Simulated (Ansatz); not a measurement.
Program: Ansatz. Geometries: PBE0-D4/def2-TZVP. ΔE: electronic, gas phase. CCSD(T)/CBS adds triple-zeta CCSD(T) − MP2 to the extrapolated MP2 energy (def2 sets, frozen cores). For Ge outer-core shells are correlated without core-valence functions, which leaves a few kJ/mol of doubt a bond. Scalar relativity is left out up to krypton. One conformer a species, not always the lowest.

`C[O][Ge]([OH])([SiH3])[Cl]` + `ClC1C[SiH2]1` → `C[O][GeH]([OH])[Cl]` + `[SiH3]C1(Cl)C[SiH2]1`  (redistribution)

`C[O][Ge]([OH])([SiH3])[Cl]`:

Z-matrix (Å, degrees):
```
C
O 1 1.412
H 1 1.095 2 111.8
H 1 1.097 2 112.0 3 -122.1
H 1 1.092 2 107.6 3 119.2
Ge 2 1.767 1 121.2 3 58.2
Si 6 2.382 2 116.8 1 70.9
O 6 1.758 2 104.5 1 -166.8
Cl 6 2.172 2 105.9 1 -51.0
H 7 1.483 6 109.1 2 62.2
H 7 1.482 6 108.3 2 -176.9
H 7 1.484 6 107.5 2 -57.5
H 8 0.962 6 112.1 2 42.1
```

`ClC1C[SiH2]1`:

Cartesian coordinates in Å:
```
Cl -0.647 -2.108 0.875
C -0.015 -0.468 0.776
C -0.806 0.538 -0.065
Si 0.887 0.161 -0.718
H 0.282 -0.119 1.759
H -1.641 0.118 -0.618
H -1.048 1.480 0.416
H 0.995 -0.727 -1.891
H 1.993 1.124 -0.534
```

`C[O][GeH]([OH])[Cl]`:

Cartesian coordinates in Å:
```
C -1.640 0.264 0.039
O -0.495 -0.438 0.478
Ge 1.122 0.133 0.093
O 2.221 -1.141 0.574
Cl 1.198 0.442 -2.037
H -1.701 1.264 0.487
H -2.515 -0.306 0.354
H -1.662 0.366 -1.051
H 1.531 1.423 0.799
H 1.941 -2.007 0.263
```

`[SiH3]C1(Cl)C[SiH2]1`:

Cartesian coordinates in Å:
```
Si 0.310 1.261 -1.160
C -0.235 -0.340 -0.382
Cl -0.981 -1.425 -1.576
C 0.706 -1.028 0.629
Si -0.859 -0.392 1.373
H -0.850 1.954 -1.772
H 1.351 1.016 -2.194
H 0.888 2.111 -0.082
H 1.664 -0.546 0.803
H 0.793 -2.104 0.507
H -0.860 0.854 2.166
H -1.926 -1.360 1.687
```

```
                     species  CCSD(T)/CBS(def2) energy (Eh)
`C[O][Ge]([OH])([SiH3])[Cl]`                    -3017.66929
              `ClC1C[SiH2]1`                     -827.92017
       `C[O][GeH]([OH])[Cl]`                    -2727.38103
      `[SiH3]C1(Cl)C[SiH2]1`                    -1118.20438
```

(1) Work out ΔE.

Largest T1 diagnostic among the species: 0.012.

## Answers

(1) ΔE = (-2727.38103) + (-1118.20438) − (-3017.66929) − (-827.92017) = 0.00405 Eh = +2.5 kcal/mol.

The D4 term adds −1.0 kcal/mol with B3LYP and −0.4 kcal/mol with PBE0; it sums over pairs of atoms, weighted by their polarisabilities, and B3LYP, whose exchange is more repulsive, gets the larger term. From PBE to PBE0 (25 % exact exchange), in def2-TZVPP and without D4, ΔE moves by −1.1 kcal/mol.

B3LYP here is the variant with VWN-RPA as its local correlation; programs differ in this.
